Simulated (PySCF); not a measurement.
**Exercise with solution: chemical shift, span and skew from a shielding tensor**

thiourea (CH4N2S), SMILES S=C(N)N. Atoms are numbered in the order given.

```xyz
8

N     -0.0508    -1.1499     1.0486
C      0.0000     0.0000     0.3151
N      0.0508     1.1499     1.0486
S      0.0000     0.0000    -1.3526
H      0.2684    -1.1599     2.0117
H      0.0485    -2.0095     0.5235
H     -0.2684     1.1599     2.0117
H     -0.0485     2.0095     0.5235
```

Coordinates come from a B3LYP-D3(BJ)/def2-SVP optimisation. One conformer was computed; it need not be the lowest.

GIAO shieldings from HF/pcSseg-1 (PySCF), non-relativistic, no solvent. The symmetric part of the tensor of C2 has the principal values -184.7, -12.3, 125.3 ppm. The same nucleus in TMS has σ = 192.6 ppm at this level (PySCF, at its B3LYP-D3(BJ)/def2-TZVP geometry).

Question: Work out the isotropic shielding, the ¹³C shift against TMS, the span and the skew.

Answer: 
σ(iso) = (σ11 + σ22 + σ33)/3 = -23.9 ppm. δ = σ(ref) − σ(iso) = 192.6 − (-23.9) = 216.5 ppm.
Span Ω = σ33 − σ11 = 310.0 ppm. Skew κ = 3(σ(iso) − σ22)/Ω = -0.11. Tumbling in solution averages the tensor to δ; in a static solid the shielding alone would spread this spin-1/2 line over Ω.
